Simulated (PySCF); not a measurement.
Frontier levels across methods

Compound: CH4O3Si.
Atom-mapped SMILES: `[O:1]=[CH:2][SiH:3]([OH:4])[OH:5]` (hydrogens: H6 on C2; H7 on Si3; H8 on O4; H9 on O5)

Geometry (PBE0-D3(BJ)/def2-SVP, Å), atoms numbered from 1 in this order:
```
atom  x, y, z in Å
O1     1.929    0.537   -0.739
C2     1.228   -0.436   -0.563
Si3   -0.367   -0.152    0.474
O4    -1.602   -0.401   -0.600
O5    -0.173    1.409    0.972
H6     1.519   -1.419   -1.020
H7    -0.525   -1.033    1.662
H8    -2.506   -0.342   -0.277
H9     0.556    1.822    0.484
```

Basis pcSseg-2 throughout (PySCF), one geometry. The structure is a single PBE0-D3(BJ)/def2-SVP conformer in the gas phase; no vibrational or solvent corrections.

Task: How do the orbital energies, the gap and the dipole change with the method?

Result: 
```csv
method,kind,HOMO (eV),LUMO (eV),gap (eV),μ (D),SCF cycles
OPBE,GGA,-5.91,-3.01,2.90,1.95,16
BLYP,GGA,-5.91,-3.00,2.91,2.10,16
PBE,GGA,-5.98,-3.14,2.84,2.04,16
B97-D,GGA,-6.00,-3.01,2.99,2.09,17
BP86,GGA,-6.09,-3.21,2.88,2.06,16
LDA,LDA,-6.13,-3.42,2.71,2.12,16
KT2,GGA,-6.15,-3.08,3.07,2.07,17
KT3,GGA,-6.15,-3.05,3.10,2.05,17
B97-2,global hybrid,-7.19,-2.03,5.16,2.23,14
B3LYP,global hybrid,-7.26,-2.24,5.02,2.27,14
PBE0,global hybrid,-7.46,-1.97,5.49,2.25,14
mPW1PW91,global hybrid,-7.50,-1.98,5.52,2.25,14
CAM-B3LYP,range-separated hybrid,-8.91,-0.76,8.14,2.38,14
BHandHLYP,global hybrid,-8.93,-0.76,8.17,2.50,13
wB97X-D,range-separated hybrid,-9.34,-0.06,9.28,2.32,15
LC-wPBE,range-separated hybrid,-10.17,0.51,10.68,2.38,16
HF,Hartree–Fock,-11.19,1.91,13.10,2.76,13
```

The HOMO spans 5.29 eV, from OPBE down to HF, and the gap runs from 2.71 eV (LDA) to 13.10 eV (HF). Over the methods OPBE (0 %), BLYP (0 %), PBE (0 %), B97-D (0 %), BP86 (0 %), LDA (0 %), KT2 (0 %), KT3 (0 %), B97-2 (21 %), B3LYP (20 %), PBE0 (25 %), mPW1PW91 (25 %), BHandHLYP (50 %), HF (100 %), a straight line through the gap against the share of exact exchange rises by 1.02 eV for each 10 % (correlation coefficient 0.999). The dipole ranges from 1.95 D (OPBE) to 2.76 D (HF). This basis has no diffuse functions.
